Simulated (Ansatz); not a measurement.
H$_{5}$F$_{2}$GeNSi, singlet, at a GFN2-xTB geometry, with bond 8-5 at 1.4 times its length; CASSCF(2,2)/STO-3G in Ansatz (a program for electronic structure).

Ansatz was given this input:
Ansatz 0.2 input:
```yaml
crystal:
  periodic: [false, false, false]
  atoms:
    - {symbol: Si, position_ang: [1.41764196, 0.44264909, 0.29213629]}
    - {symbol: F, position_ang: [2.60980848, -0.45840995, 0.85210543]}
    - {symbol: F, position_ang: [1.56685844, 0.38911007, -1.29277203]}
    - {symbol: N, position_ang: [-0.05102365, -0.33704627, 0.68306386]}
    - {symbol: Ge, position_ang: [-1.64031861, -0.12575566, -0.18785097]}
    - {symbol: H, position_ang: [1.63036418, 1.80728289, 0.70954198]}
    - {symbol: H, position_ang: [-0.08918060, -0.76821205, 1.59222535]}
    - {symbol: H, position_ang: [-2.95754316, -1.48911251, 0.69924436]}
    - {symbol: H, position_ang: [-1.41271854, -0.41012978, -1.63218561]}
    - {symbol: H, position_ang: [-2.13690041, 1.28075725, -0.00949506]}
basis:
  gaussian:
    orbitals: STO-3G
hamiltonian:
  xc: hf
magnetization: {spin_polarized: false}
correlation: {active_space: {window: {electrons: 2, orbitals: 2}}}
```

What the program printed (banner, timings and long lists left out):

```
Functional definition: HF
560 factors; integrals over basis functions are off by at most 2.7e-5 eV
mean field evaluation 1: about -70476.6175 eV, gradient 2.6e1 eV
mean field evaluation 2: about -70476.6826 eV, gradient 2.6e1 eV
mean field evaluation 4: about -70479.7148 eV, gradient 1.6e0 eV
mean field evaluation 8: about -70479.7301 eV, gradient 2.2e-2 eV
mean field -70479.73007436 eV, -2590.0823073560 hartree, gradient 1.8e-6 eV, S^2 0.000000; 0 other end points of the search recorded, 0 dependent functions left out
reference -70479.73007436 eV, -2590.0823073560 hartree; 38, 38 occupied and 9, 9 virtual orbitals, 560 factors
state -70480.77215739 eV, -2590.1206032008 hartree
Total energy: -70480.77215739 eV, -2590.1206032008 hartree
```
